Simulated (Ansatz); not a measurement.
Reaction (cleavage of the Al–Sn bond): `[CH3][AlH][SnH2][OH]` + HI → `[CH3][AlH][I]` + `[OH][SnH3]`

Calculated with Ansatz (gas phase, PBE0-D4/def2-TZVP geometries, no zero-point term in ΔE). CCSD(T)/CBS adds triple-zeta CCSD(T) − MP2 to the extrapolated MP2 energy (def2 sets, frozen cores). Functionals use def2-TZVPP. Elements past krypton have def2 core potentials. For I, Sn outer-core shells are correlated without core-valence functions, which leaves a few kJ/mol of doubt a bond. One conformer a species, not always the lowest.

| level | ΔE (kJ/mol) |
| --- | --- |
| PBE | -106.2 |
| MP2/def2-QZVPP | -124.5 |

(1) What does CCSD(T)/CBS give? (An estimate is asked.)

Largest T1 diagnostic among the species: 0.014.

## Answers

(1) The calculation gave: -116.3 kJ/mol. The listed levels differ from it by 10.1, -8.2 kJ/mol.

From PBE to PBE0 (25 % exact exchange), in def2-TZVPP and without D4, ΔE moves by −7.7 kJ/mol. In def2-TZVPP, CCSD(T) changes the Hartree–Fock value by +17.5 kJ/mol (the triples alone add +0.7 kJ/mol) and MP2 by +9.2 kJ/mol.
